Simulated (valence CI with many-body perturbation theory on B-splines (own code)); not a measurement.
## Os63+ in three bases

Computed by valence CI with perturbative core correlation (CI+MBPT): three valence electrons over a frozen Dirac-Fock core [Ne], a basis of 9 s, 9 p, 8 d, 6 f, 3 g, 1 h functions for each j, with the one-electron correlation potential Σ1, the two-electron term Σ2, the three-electron term Σ3, Breit, model QED; selected CI, second order for the rest, scaled by the run's own slope (own B-spline code, finite nucleus).

The last digits are not significant, and no measured levels were compared; by estimate large intervals hold to a few tenths of a per cent, small ones and those within an open d or f shell to about a per cent.

The reference run has the lowest level (3s^2 3p1/2) J=1/2 and an ionisation energy of 7185.62 eV. Its largest variational space holds 8441 state functions.

Levels are named by their leading jj configuration (3d3/2^4 stands for four electrons in 3d with j = 3/2), which in mixed levels can hold well under half, so a name can repeat and another be missing. Letters in brackets count levels of one name in rising energy.

Changed runs:
A. basis 6 s, 6 p, 5 d, 3 f, 1 g
B. basis 5 s, 5 p, 4 d, 2 f

Excitation energies of the reference run in cm⁻¹, and shifts in cm⁻¹:

| Level | Reference | A | B |
| --- | --- | --- | --- |
| (3s 3p1/2^2) J=1/2 | 1411340 | -36 | -70 |
| (3s^2 3p3/2) J=3/2 | 3331090 | -36 | -88 |
| (3s 3p1/2 3p3/2) J=3/2 [a] | 4487330 | -205 | -601 |
| (3s 3p1/2 3p3/2) J=5/2 | 4639890 | -56 | -151 |
| (3s 3p1/2 3p3/2) J=3/2 [b] | 4812960 | -20 | -39 |
| (3s 3p1/2 3p3/2) J=1/2 | 4898490 | +5.9 | +99 |
| (3s^2 3d3/2) J=3/2 | 5285120 | +287 | +930 |
| (3s^2 3d5/2) J=5/2 | 5958820 | +227 | +651 |
| (3p1/2^2 3p3/2) J=3/2 | 6190160 | -107 | -287 |
| (3s 3p1/2 3d3/2) J=3/2 [a] | 6299060 | -53 | -132 |
| (3s 3p1/2 3d3/2) J=5/2 | 6397140 | +87 | +203 |
| (3s 3p1/2 3d3/2) J=1/2 | 6619370 | +195 | +570 |
| Ionisation energy (eV) | 7185.62 | -0.021 | -0.07 |
